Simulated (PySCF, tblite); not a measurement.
Compound: C₃H₃ClF₂O.
Z-matrix (Å and degrees, GFN2-xTB geometry), rows numbered from 1:
```
O 
C   1  1.1830
Cl  2  1.7460  1  122.09
C   2  1.5236  1  125.80  3   178.31
F   4  1.3682  2  110.70  1   138.02
C   4  1.5369  2  110.72  1  -102.50
F   6  1.3612  4  109.98  2    64.83
H   4  1.0981  2  108.91  1    19.53
H   6  1.0952  4  109.55  2  -176.70
H   6  1.0949  4  110.60  2   -54.60
```

Computed, not measured: B3LYP/def2-SVPD in PySCF (dipole) on a GFN2-xTB geometry, gas phase.

Masses are those of the commonest isotopes; rigid-rotor values at the optimised geometry. The values belong to one conformer with, in the numbering `[O:1]=[C:2]([Cl:3])[C@@H:4]([F:5])[CH2:6][F:7]`, O1–C2–C4–F5 138°, C2–C4–C6–F7 65°.

(1) Give the principal moments of inertia and the rotational constants in cm⁻¹.

(2) Classify the top.

(3) What does the inertial defect say?

(4) Give the coordinates in the principal-axis frame, origin at the centre of mass.

(5) Which types of transition are allowed, and where do some lines up to J = 2 fall?

(6) Estimate the classical rotational partition function at 100 K, 200 K and 500 K.

Results:

(1) Ia = 185.58, Ib = 310.97, Ic = 365.39 u·Å²; 505379 MHz·u·Å²/I gives 2723, 1625 and 1383 MHz, that is A = 0.09084, B = 0.05421, C = 0.04614 cm⁻¹.

(2) An asymmetric top; Ray's κ = -0.639.

(3) Not planar: Δ = Ic − Ia − Ib = -131.15 u·Å². For a rigid frame Δ = −2 Σ m c², so Σ m c² = 65.58 u·Å² lies off the ab plane: 5.07 from hydrogen and 60.51 from heavier atoms. The atom farthest from that plane is 1.56 Å away.

(4) The sense of each axis is arbitrary; atoms in the order of the calculation.
| atom | mass (u) | a (Å) | b (Å) | c (Å) |
| --- | --- | --- | --- | --- |
| O1 | 15.995 | 0.652 | 1.476 | -1.117 |
| C2 | 12.000 | 0.532 | 0.477 | -0.496 |
| Cl3 | 34.969 | 1.696 | -0.013 | 0.710 |
| C4 | 12.000 | -0.629 | -0.504 | -0.603 |
| F5 | 18.998 | -0.175 | -1.795 | -0.583 |
| C6 | 12.000 | -1.599 | -0.330 | 0.576 |
| F7 | 18.998 | -2.181 | 0.899 | 0.522 |
| H8 | 1.008 | -1.145 | -0.342 | -1.559 |
| H9 | 1.008 | -2.393 | -1.082 | 0.512 |
| H10 | 1.008 | -1.066 | -0.414 | 1.529 |

(5) The dipole components are |μa| = 1.31 D, |μb| = 1.77 D, |μc| = 0.50 D. Intensities carry the squares of the components, which stand as 0.55 : 1.00 : 0.08 (a : b : c). Some lines, for components of 0.1 D or more:

```
type  branch         J(Ka,Kc)   MHz  lower level (cm⁻¹)
   a       Q  2(1,1) ← 2(1,2)   726               0.330
   c       Q  2(1,2) ← 2(0,2)   892               0.300
   c       Q  1(1,1) ← 1(0,1)  1098               0.100
   b       Q  1(1,0) ← 1(0,1)  1340               0.100
   b       Q  2(1,1) ← 2(0,2)  1618               0.300
   a       R  1(0,1) ← 0(0,0)  3008               0.000
   c       Q  2(2,1) ← 2(1,1)  3294               0.354
   b       Q  2(2,0) ← 2(1,1)  3330               0.354
   b       Q  2(2,1) ← 2(1,2)  4021               0.330
   b       R  1(1,1) ← 0(0,0)  4106               0.000
   c       R  1(1,0) ← 0(0,0)  4348               0.000
   b       R  2(0,2) ← 1(1,1)  4883               0.137
   a       R  2(1,2) ← 1(1,1)  5775               0.137
   a       R  2(0,2) ← 1(0,1)  5981               0.100
   a       R  2(1,1) ← 1(1,0)  6259               0.145
   b       R  2(1,2) ← 1(0,1)  6873               0.100
   c       R  2(1,1) ← 1(0,1)  7599               0.100
   b       R  2(2,1) ← 1(1,0)  9553               0.145
   c       R  2(2,0) ← 1(1,0)  9589               0.145
   c       R  2(2,1) ← 1(1,1)  9795               0.137
   b       R  2(2,0) ← 1(1,1)  9831               0.137
```

(6) Point group C1, symmetry number σ = 1; q = (√π/σ)·√((kT/h)³/(ABC)), k/h = 20836.6 MHz/K: 68100 at 100 K, 193000 at 200 K, 762000 at 500 K.

Its GFN2-xTB frequencies are all real (lowest 35 cm⁻¹). No vibrational averaging or centrifugal distortion is included, and the geometry carries the error of its method. Quadrupole hyperfine structure (35Cl) is left out.

The run took 21 s of wall time on one thread, Arm Neoverse V1 (aarch64), no GPU, shared host, and the process peaked at 0.71 GiB of memory. This is the B3LYP/def2-SVPD job that gave the dipole, with the excitations it also computed.
